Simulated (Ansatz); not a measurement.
`C[SiH]([SiH3])I`, relaxed with RKS PBE-D4/def2-SVP in Ansatz from a rough embedded geometry. The force threshold is 0.03 eV/Å; the program also tests the step.

The species carries charge 0 and has multiplicity 1. I: def2 effective core potential.

Start:

```xyz
11

C    -0.163    1.620    0.080
Si    0.768    0.129   -0.305
Si   -0.463   -1.668    0.353
I     1.203   -0.016   -2.648
H    -1.109    1.706   -0.459
H     0.402    2.580   -0.247
H    -0.363    1.777    1.156
H     2.087    0.153    0.441
H    -1.830   -1.709   -0.308
H    -0.757   -1.612    1.846
H     0.223   -2.959    0.091
```

```csv
step,energy (eV),largest force (eV/Å),largest move (Å)
1,-24992.2994,2.670,0.000
2,-24992.5223,1.127,0.113
3,-24992.5604,0.280,0.066
4,-24992.5665,0.067,0.033
5,-24992.5671,0.022,0.013
```

End:

```xyz
11

C    -0.166    1.757    0.078
Si    0.753    0.139   -0.246
Si   -0.495   -1.751    0.387
I     1.196   -0.082   -2.685
H    -1.139    1.765   -0.452
H     0.432    2.624   -0.267
H    -0.355    1.867    1.167
H     2.097    0.148    0.433
H    -1.807   -1.744   -0.349
H    -0.772   -1.709    1.869
H     0.255   -3.014    0.065
```

Hardware: 4 threads of an Arm Neoverse V2 on a shared host. Wall time 6.5 s, peak host memory 0.15 GiB.
